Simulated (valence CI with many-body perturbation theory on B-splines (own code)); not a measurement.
E1 transitions of W68+

Computed by valence CI with perturbative core correlation (CI+MBPT): four valence electrons over a frozen Dirac-Fock core [He], a basis of 11 s, 11 p, 9 d, 7 f, 5 g, 2 h, 1 i functions for each j, with the one-electron correlation potential Σ1, the two-electron term Σ2, the three-electron term Σ3, Breit, model QED; selected CI, second order for the rest (own B-spline code, finite nucleus).

No measured spectrum was set against this ion. As an estimate, large intervals hold to a few tenths of a per cent, small ones and those within an open d or f shell to about a per cent. Among the levels kept, up to 270 cm⁻¹ of a level comes from second order outside the variational space, and about a tenth of that is noise between levels of different J, which matters for small intervals.

Lines 151 to 200 of 249 in falling wavelength, among levels below 12874 eV, chosen from the strongest by gf and those to the six lowest levels. Wavelengths and rates use the calculated energies. Electric multipoles are in the length gauge, E1 and E2 with the static RPA response of the core. Weak lines are less certain than strong ones. Lines between different terms over intervals too small for the method are left out, as are lines whose strength nearly cancels.

Levels are named by their leading jj configuration (3d3/2^4 stands for four electrons in 3d with j = 3/2), which in mixed levels can hold well under half, so a name can repeat and another be missing. Letters in brackets count levels of one name in rising energy.

| λ vac (nm) | Upper | Lower | A (s⁻¹) | log gf | Branch % |
| --- | --- | --- | --- | --- | --- |
| 0.1274 | (2s^2 2p3/2 3d5/2) J=3 | (2s^2 2p3/2^2) J=2 | 2.48e+15 | 0.63 | 99.4 |
| 0.1273 | (2s 2p1/2 2p3/2 3p3/2) J=2 [a] | (2s^2 2p3/2^2) J=2 | 4.59e+13 | -1.25 | 12.5 |
| 0.1272 | (2s^2 2p3/2 3d5/2) J=1 | (2s^2 2p3/2^2) J=2 | 1.36e+14 | -1.00 | 8.0 |
| 0.1269 | (2s 2p1/2 2p3/2 3p3/2) J=2 [b] | (2s^2 2p3/2^2) J=2 | 6.17e+12 | -2.13 | 2.0 |
| 0.1268 | (2s 2p1/2 2p3/2 3p3/2) J=3 [b] | (2s^2 2p3/2^2) J=2 | 4.19e+13 | -1.15 | 12.0 |
| 0.1267 | (2s 2p1/2^2 3p3/2) J=2 | (2s^2 2p1/2 2p3/2) J=2 | 2.69e+12 | -2.49 | 7.1 |
| 0.1265 | (2s 2p1/2^2 3p3/2) J=2 | (2s^2 2p1/2 2p3/2) J=1 | 3.22e+13 | -1.41 | 85.1 |
| 0.1261 | (2s 2p1/2 2p3/2 3p3/2) J=3 [c] | (2s^2 2p3/2^2) J=2 | 1.61e+13 | -1.57 | 6.7 |
| 0.1258 | (2s 2p1/2 2p3/2 3p3/2) J=2 [d] | (2s^2 2p3/2^2) J=2 | 4.43e+12 | -2.28 | 1.9 |
| 0.1201 | (2s 2p1/2 2p3/2 3s) J=2 [b] | (2s 2p1/2^2 2p3/2) J=1 | 7.28e+12 | -2.10 | 2.4 |
| 0.1198 | (2s 2p1/2 2p3/2 3s) J=2 [a] | (2s 2p1/2^2 2p3/2) J=2 | 3.49e+13 | -1.43 | 22.9 |
| 0.1195 | (2s 2p1/2 2p3/2 3s) J=1 [a] | (2s 2p1/2^2 2p3/2) J=2 | 4.30e+13 | -1.56 | 13.8 |
| 0.1194 | (2s 2p1/2 2p3/2 3s) J=0 | (2s 2p1/2^2 2p3/2) J=1 | 5.55e+13 | -1.93 | 16.2 |
| 0.1194 | (2s 2p1/2 2p3/2 3s) J=1 [b] | (2s 2p1/2^2 2p3/2) J=1 | 5.27e+13 | -1.47 | 15.8 |
| 0.1194 | (2s 2p1/2 2p3/2 3s) J=3 | (2s 2p1/2^2 2p3/2) J=2 | 5.51e+13 | -1.08 | 32.3 |
| 0.1194 | (2s 2p1/2 2p3/2 3s) J=1 [c] | (2s 2p1/2^2 2p3/2) J=1 | 5.97e+12 | -2.42 | 4.1 |
| 0.1193 | (2s 2p1/2 2p3/2 3s) J=2 [c] | (2s 2p1/2^2 2p3/2) J=1 | 3.97e+13 | -1.37 | 23.3 |
| 0.1191 | (2s^2 2p1/2 3s) J=1 | (2s^2 2p1/2^2) J=0 | 5.31e+13 | -1.47 | 19.0 |
| 0.1191 | (2s 2p1/2 2p3/2 3s) J=2 [b] | (2s 2p1/2^2 2p3/2) J=2 | 2.14e+13 | -1.64 | 7.1 |
| 0.1188 | (2s^2 2p3/2 3s) J=2 | (2s^2 2p1/2 2p3/2) J=2 | 3.40e+13 | -1.44 | 18.9 |
| 0.1187 | (2s^2 2p3/2 3s) J=1 | (2s^2 2p1/2 2p3/2) J=2 | 5.34e+13 | -1.47 | 15.6 |
| 0.1186 | (2s^2 2p3/2 3s) J=2 | (2s^2 2p1/2 2p3/2) J=1 | 2.75e+13 | -1.54 | 15.3 |
| 0.1185 | (2s^2 2p3/2 3s) J=1 | (2s^2 2p1/2 2p3/2) J=1 | 1.31e+13 | -2.08 | 3.8 |
| 0.1172 | (2s^2 2p3/2 3p3/2) J=1 | (2s 2p1/2^2 2p3/2) J=1 | 5.75e+12 | -2.45 | 40.3 |
| 0.1169 | (2s^2 2p3/2 3p3/2) J=2 | (2s 2p1/2^2 2p3/2) J=1 | 3.69e+12 | -2.42 | 29.9 |
| 0.1163 | (2s^2 2p3/2 3p3/2) J=3 | (2s 2p1/2^2 2p3/2) J=2 | 5.47e+12 | -2.11 | 51.2 |
| 0.1159 | (2s^2 2p3/2 3p3/2) J=2 | (2s 2p1/2^2 2p3/2) J=2 | 2.92e+12 | -2.53 | 23.7 |
| 0.1156 | (2s 2p1/2 2p3/2 3p1/2) J=1 [a] | (2s^2 2p1/2 2p3/2) J=2 | 4.45e+13 | -1.57 | 24.6 |
| 0.1154 | (2s 2p1/2 2p3/2 3p1/2) J=1 [a] | (2s^2 2p1/2 2p3/2) J=1 | 1.34e+14 | -1.10 | 74.1 |
| 0.1153 | (2s 2p1/2 2p3/2 3p1/2) J=2 [a] | (2s^2 2p1/2 2p3/2) J=1 | 3.43e+14 | -0.47 | 99.2 |
| 0.1152 | (2p1/2^2 2p3/2 3p1/2) J=1 | (2s 2p1/2^2 2p3/2) J=1 | 1.50e+14 | -1.05 | 15.7 |
| 0.1152 | (2p1/2^2 2p3/2 3p1/2) J=2 | (2s 2p1/2^2 2p3/2) J=1 | 4.23e+14 | -0.38 | 44.9 |
| 0.1152 | (2s 2p1/2 2p3/2 3p1/2) J=3 | (2s^2 2p1/2 2p3/2) J=2 | 4.95e+14 | -0.16 | 99.5 |
| 0.1150 | (2s 2p1/2^2 3p1/2) J=1 | (2s^2 2p1/2^2) J=0 | 5.45e+14 | -0.49 | 99.4 |
| 0.1147 | (2s 2p1/2 2p3/2 3p1/2) J=2 [b] | (2s^2 2p1/2 2p3/2) J=2 | 2.71e+14 | -0.57 | 86.1 |
| 0.1145 | (2s 2p1/2 2p3/2 3p1/2) J=2 [b] | (2s^2 2p1/2 2p3/2) J=1 | 4.07e+13 | -1.40 | 12.9 |
| 0.1144 | (2s 2p1/2 2p3/2 3p1/2) J=1 [b] | (2s^2 2p1/2 2p3/2) J=2 | 1.36e+14 | -1.10 | 29.0 |
| 0.1144 | (2s 2p1/2 2p3/2 3p1/2) J=2 [c] | (2s^2 2p1/2 2p3/2) J=2 | 2.18e+14 | -0.67 | 68.6 |
| 0.1143 | (2p1/2^2 2p3/2 3p1/2) J=1 | (2s 2p1/2^2 2p3/2) J=2 | 7.95e+14 | -0.33 | 83.0 |
| 0.1143 | (2p1/2^2 2p3/2 3p1/2) J=2 | (2s 2p1/2^2 2p3/2) J=2 | 5.07e+14 | -0.30 | 53.8 |
| 0.1142 | (2s 2p1/2 2p3/2 3p1/2) J=0 | (2s^2 2p1/2 2p3/2) J=1 | 4.94e+14 | -1.02 | 97.0 |
| 0.1142 | (2s 2p1/2 2p3/2 3p1/2) J=1 [b] | (2s^2 2p1/2 2p3/2) J=1 | 3.17e+14 | -0.73 | 67.7 |
| 0.1142 | (2s 2p1/2 2p3/2 3d3/2) J=2 [a] | (2s 2p1/2^2 2p3/2) J=1 | 1.54e+13 | -1.82 | 3.2 |
| 0.1142 | (2s 2p1/2 2p3/2 3p1/2) J=2 [c] | (2s^2 2p1/2 2p3/2) J=1 | 8.52e+13 | -1.08 | 26.9 |
| 0.1142 | (2s 2p1/2 2p3/2 3d3/2) J=1 [a] | (2s 2p1/2^2 2p3/2) J=1 | 3.96e+12 | -2.63 | 1.0 |
| 0.1138 | (2s 2p1/2 2p3/2 3p1/2) J=1 [c] | (2s^2 2p1/2 2p3/2) J=2 | 2.61e+14 | -0.82 | 80.0 |
| 0.1137 | (2s 2p1/2 2p3/2 3p1/2) J=1 [c] | (2s^2 2p1/2 2p3/2) J=1 | 4.78e+13 | -1.56 | 14.6 |
| 0.1136 | (2s 2p1/2 2p3/2 3d3/2) J=2 [b] | (2s 2p1/2^2 2p3/2) J=1 | 2.54e+12 | -2.61 | 0.1 |
| 0.1133 | (2s 2p1/2 2p3/2 3d3/2) J=2 [a] | (2s 2p1/2^2 2p3/2) J=2 | 2.55e+14 | -0.61 | 53.2 |
| 0.1132 | (2s 2p1/2 2p3/2 3d3/2) J=1 [a] | (2s 2p1/2^2 2p3/2) J=2 | 7.64e+13 | -1.36 | 19.4 |
